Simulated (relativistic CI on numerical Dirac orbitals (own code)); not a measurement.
Radial Dirac CI calculation of N⁵⁺.

Command:

```sh
python run_levels.py task.json out
```

Input:

```
atom N  Z=7  charge=5  electrons=2
nucleus A=14  rms_radius_fm=2.5582
hamiltonian dirac-coulomb  breit=on  qed=on  c_scale=1
orbitals kli  potential=per-configuration
slater_scale 1
correlation none
mixing on
grid step=0.0125 r_max=14.3
scf mixing=0.4 start=green max_iterations=150 tolerance=2e-08 node_fill=0.05
configurations
  1s2
  1s 2s
  1s 2p
end
```

Output:

```
SCF 1: 1s2
 iter      energy (Ha)   residual   last orbital (Ha)
    1       -44.650984   5.67e-01    -23.44883
    2       -44.724687   3.36e-01    -22.13256
    3       -44.764151   4.54e-03    -20.28919
    4       -44.764191   1.58e-03    -20.31229
    5       -44.764192   1.81e-05    -20.30388
    6       -44.764192   5.23e-06    -20.30401
    7       -44.764192   1.16e-08    -20.30398
SCF 2: 1s 2s
 iter      energy (Ha)   residual   last orbital (Ha)
    1       -29.279581   3.26e-01     -5.21522
    2       -29.301071   1.91e-01     -5.03804
    3       -29.310747   5.86e-03     -4.79840
    4       -29.311097   7.25e-04     -4.79320
    5       -29.311083   3.75e-05     -4.79262
    6       -29.311084   3.19e-07     -4.79264
    7       -29.311084   4.17e-08     -4.79264
    8       -29.311084   1.06e-10     -4.79264
SCF 3: 1s 2p
 iter      energy (Ha)   residual   last orbital (Ha)
    1       -29.032779   2.98e-01     -5.15188
    2       -29.068339   1.73e-01     -4.90566
    3       -29.088050   6.72e-03     -4.58071
    4       -29.088160   1.45e-03     -4.57456
    5       -29.088164   4.42e-05     -4.57328
    6       -29.088164   5.58e-06     -4.57327
    7       -29.088164   4.79e-08     -4.57327
    8       -29.088164   3.58e-10     -4.57327
orbital energies (Ha): 1s -20.3040
configuration averages (Ha): Dirac-Coulomb, Breit, QED
  1s2                            -44.764192    0.003979    0.002811
  1s 2s                          -29.311084    0.000174    0.001686
  1s 2p                          -29.088164    0.000215    0.001533
levels: no., configuration, term, J, E (cm-1), weight
   1 1s2                    1S   0                0.0  1.00
   2 1s 2s                  3S   1          3376668.7  1.00
   3 1s 2p                  3P*  0          3429331.8  1.00
   4 1s 2p                  3P*  1          3429336.8  1.00
   5 1s 2p                  3P*  2          3429624.0  1.00
   6 1s 2s                  1S   0          3431395.8  1.00
   7 1s 2p                  1P*  1          3468509.0  1.00
lowest total energy -44.757402 Ha
end: converged
```
